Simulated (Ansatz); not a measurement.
Reaction (isomerisation): `C=COBC` → `CB/C=C/O`

Gas-phase electronic energies from Ansatz, PBE0-D4/def2-TZVP geometries. CCSD(T)/CBS adds triple-zeta CCSD(T) − MP2 to the extrapolated MP2 energy (def2 sets, frozen cores). Functionals use def2-TZVPP. Each species was taken in one conformer, which may not be the lowest.

`C=COBC`:

Cartesian coordinates in Å:
```
C 0.294 -1.186 1.433
C 1.121 -0.260 0.978
O 0.751 0.984 0.570
B -0.126 1.287 -0.426
C -0.799 0.246 -1.374
H 0.688 -2.132 1.779
H -0.776 -1.023 1.484
H 2.197 -0.402 0.950
H -0.340 2.463 -0.530
H -0.754 0.602 -2.408
H -1.868 0.184 -1.136
H -0.387 -0.763 -1.319
```

`CB/C=C/O`:

Z-matrix (Å, degrees):
```
C
B 1 1.568
H 1 1.092 2 117.2
H 1 1.097 2 109.3 3 123.0
H 1 1.097 2 109.2 3 -123.0
C 2 1.524 1 125.6 3 0.1
H 2 1.203 1 116.6 3 -179.9
C 6 1.341 2 121.7 1 -0.0
H 6 1.088 2 121.9 1 180.0
O 8 1.341 6 123.0 2 180.0
H 8 1.088 6 121.6 2 -0.0
H 10 0.961 8 110.3 6 180.0
```

Task: Is it downhill or uphill in electronic energy at CCSD(T)/CBS, and by how much? (Best estimate.)

Result: Computed: Uphill: ΔE = +90.6 kJ/mol.

Task: What do these levels give: ωB97X-V, B2PLYP, r2SCAN, PBE0, SCS-MP2/def2-TZVPP, MP2/def2-QZVPP? (Best estimate.)

Result: Computed: ωB97X-V 88.7, B2PLYP 88.3, r2SCAN 81.5, PBE0 79.2, SCS-MP2/def2-TZVPP 91.2, MP2/def2-QZVPP 87.9 kJ/mol.

Largest T1 diagnostic among the species: 0.013.

In def2-TZVPP, CCSD(T) changes the Hartree–Fock value by −3.1 kJ/mol (the triples alone add −1.3 kJ/mol) and MP2 by −6.4 kJ/mol. From PBE to PBE0 (25 % exact exchange), in def2-TZVPP and without D4, ΔE moves by +3.1 kJ/mol.
